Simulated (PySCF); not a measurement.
CH₈Ge₂. Atoms are numbered in the order given.

```xyz
11

Ge     1.6537     0.0000    -0.1033
C      0.0000     0.0000     0.9580
Ge    -1.6537     0.0000    -0.1033
H      2.8867     0.0000     0.8214
H      1.7049    -1.2516    -0.9995
H      1.7049     1.2516    -0.9995
H      0.0000     0.8886     1.6102
H      0.0000    -0.8886     1.6102
H     -1.7049    -1.2516    -0.9995
H     -1.7049     1.2516    -0.9995
H     -2.8867     0.0000     0.8214
```
Charge 0, spin multiplicity 1.

Coordinates come from a TPSSh-D3(BJ)/def2-SVP optimisation.

All values below come from CAM-B3LYP/def2-TZVP (PySCF).

ESP charges are fitted to the potential on shells at 1.4 to 2.0 van der Waals radii. Atomic charges (e):

```
atom  Mulliken  meta-Löwdin  ESP fit
----  --------  -----------  -------
Ge1       0.15         0.38      ___
C2       -0.52        -0.59      ___
Ge3       0.15         0.38      ___
H4       -0.02        -0.07      ___
H5       -0.01        -0.07      ___
H6       -0.01        -0.07      ___
H7        0.15         0.13      ___
H8        0.15         0.13      ___
H9       -0.01        -0.07      ___
H10      -0.01        -0.07      ___
H11      -0.02        -0.07      ___
```

**Question.** Complete the blanks. (The exact figures need the calculation; the answer reports its results.)

**Answer.** 
- Ge1, ESP fit: 0.22
- C2, ESP fit: -0.30
- Ge3, ESP fit: 0.22
- H4, ESP fit: -0.07
- H5, ESP fit: -0.06
- H6, ESP fit: -0.06
- H7, ESP fit: 0.11
- H8, ESP fit: 0.11
- H9, ESP fit: -0.06
- H10, ESP fit: -0.06
- H11, ESP fit: -0.07
